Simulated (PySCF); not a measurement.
Ge(F)(OH)(NH2)2 (FGeH5N2O), SMILES [F][Ge]([NH2])([NH2])[OH].

Geometry: B3LYP-D3(BJ)/def2-SVP. This is a generated structure with no PubChem entry under its InChIKey; it may be hypothetical. One conformer was computed; it need not be the lowest.

Calculation: PySCF with TDA-PBE/def2-SVPD.

Vertical excitations. Gas-phase values at a fixed geometry.

```json
[
 {"state": "S1", "energy (eV)": "5.55", "λ (nm)": "223", "f": "0.036", "main pairs": "HOMO→LUMO 98 %"},
 {"state": "S2", "energy (eV)": "5.71", "λ (nm)": "217", "f": "0.046", "main pairs": "HOMO−1→LUMO 98 %"},
 {"state": "S3", "energy (eV)": "6.58", "λ (nm)": "188", "f": "0.033", "main pairs": "HOMO−2→LUMO 97 %"},
 {"state": "S4", "energy (eV)": "7.01", "λ (nm)": "177", "f": "0.028", "main pairs": "HOMO→LUMO+1 65 %, HOMO−1→LUMO+1 29 %"},
 {"state": "S5", "energy (eV)": "7.12", "λ (nm)": "174", "f": "0.003", "main pairs": "HOMO−1→LUMO+1 61 %, HOMO→LUMO+1 24 %"},
 {"state": "S6", "energy (eV)": "7.17", "λ (nm)": "173", "f": "0.012", "main pairs": "HOMO→LUMO+2 93 %"},
 {"state": "S7", "energy (eV)": "7.31", "λ (nm)": "170", "f": "0.018", "main pairs": "HOMO−1→LUMO+2 93 %"},
 {"state": "S8", "energy (eV)": "7.47", "λ (nm)": "166", "f": "0.040", "main pairs": "HOMO−3→LUMO 68 %, HOMO→LUMO+3 24 %"},
 {"state": "S9", "energy (eV)": "7.62", "λ (nm)": "163", "f": "0.066", "main pairs": "HOMO→LUMO+3 52 %, HOMO−3→LUMO 21 %, HOMO−1→LUMO+3 10 %"},
 {"state": "S10", "energy (eV)": "7.88", "λ (nm)": "157", "f": "0.013", "main pairs": "HOMO−4→LUMO 41 %, HOMO−1→LUMO+3 41 %, HOMO→LUMO+3 10 %"},
 {"state": "T1", "energy (eV)": "5.27", "λ (nm)": "235", "f": "0", "main pairs": "HOMO→LUMO 99 %"},
 {"state": "T2", "energy (eV)": "5.41", "λ (nm)": "229", "f": "0", "main pairs": "HOMO−1→LUMO 99 %"},
 {"state": "T3", "energy (eV)": "6.31", "λ (nm)": "197", "f": "0", "main pairs": "HOMO−2→LUMO 99 %"},
 {"state": "T4", "energy (eV)": "6.72", "λ (nm)": "185", "f": "0", "main pairs": "HOMO→LUMO+1 94 %"}
]
```
Triplets are in the Tamm–Dancoff approximation.
